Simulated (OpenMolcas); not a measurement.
**S II: effect of the active space**

```
Program             : OpenMolcas
Method              : CASSCF or its RAS form
Basis               : ANO-RCC-VQZP
Scalar Hamiltonian  : DKH2, point nucleus
Spin-orbit coupling : RASSI with atomic mean-field integrals over the reference wave functions, term energies averaged over their components
```

A. 3 electrons in 3 orbitals (3p); 2S+1 = 4 odd, 1 root; 2S+1 = 2 odd, 8 roots; cost of the order of 2.9 core-seconds
B. 5 electrons in 4 orbitals (3s 3p); 2S+1 = 4 odd, 1 root; 2S+1 = 2 odd, 8 roots; 2S+1 = 4 even, 3 roots; 2S+1 = 2 even, 9 roots; cost about 11 core-seconds
C. 5 electrons in 8 orbitals (3s 3p 4s 4p); 2S+1 = 4 odd, 1 root; 2S+1 = 2 odd, 8 roots; 2S+1 = 4 even, 3 roots; 2S+1 = 2 even, 6 roots; cost about 29 core-seconds
D. 3 electrons in 9 orbitals (RAS2 3p; RAS3 3d 4s, at most 1 electron); 2S+1 = 4 odd, 1 root; 2S+1 = 2 odd, 8 roots; 2S+1 = 4 even, 18 roots; 2S+1 = 2 even, 54 roots; cost roughly 40 core-seconds
E. 5 electrons in 9 orbitals (RAS2 3s 3p; RAS3 3d, at most 2 electrons); 2S+1 = 4 odd, 1 root; 2S+1 = 2 odd, 8 roots; 2S+1 = 4 even, 3 roots; 2S+1 = 2 even, 8 roots; cost about 29 core-seconds

Energies in cm-1 above 3s2 3p3 4S* 3/2, the measured ground level; measured values from NIST Handbook of Basic Atomic Spectroscopic Data.

```
          Level      A      B      C      D      E  Measured
3s2 3p3 4S* 3/2    0.0    0.0    0.0    0.0    0.0       0.0
3s2 3p3 2D* 3/2  19229  19208  18707  19229  18165     14853
3s2 3p3 2D* 5/2  19247  19240  18751  19247  18186     14885
3s2 3p3 2P* 1/2  31900  26241  25365  31900  28392     24525
3s2 3p3 2P* 3/2  31924  26264  25399  31924  28408     24572
```

Deviations, from unrounded energies. A percentage is the sum of absolute deviations over the sum of measured energies, with the sign that they share, or ± where signs differ.

| Against measurement | Levels | A | B | C | D | E |
| --- | --- | --- | --- | --- | --- | --- |
| mean absolute deviation (cm-1) | 4 | 5900 | 3000 | 2300 | 5900 | 3600 |
| other terms of the ground configuration (%) | 4 | +29.8 | +15.4 | +11.9 | +29.8 | +18.2 |

C lies closest to measurement on these levels and D furthest from it. The largest miss of C in the table is 3s2 3p3 2D* 5/2, by +3900 cm-1. The ranking rests on the paired levels alone, and a cruder setting can come out closer through cancelling errors.

Among A to E the level of the table that moves most is 3s2 3p3 2P* 1/2, by 6500 cm-1 (lowest in C, highest in D).

Without dynamic correlation excited terms often stand tens of per cent too high (terms of higher spin than the ground term too low), and those without a measured partner can miss by more than the paired ones. With the s shell closed, the reference lacks s² → p² mixing (holds for A; D). Active for correlation alone: 4p 4s; no level in the range computed is led by a configuration that fills them, so any true level of that kind is missing (holds for C). The run also gave levels led by 3s2 3p2 3d, which use shells meant for correlation; these and all levels above them are left out (holds for E). Computed and measured levels are paired by configuration, term and J; levels that our copy of the source lacks, or whose pairing is in doubt (as where it misses far off the trend of its configuration), stay unpaired and out of the deviations. Only configurations of the active space appear. The table leaves out levels that lie high or whose names do not pair safely across all columns.

* marks odd parity.
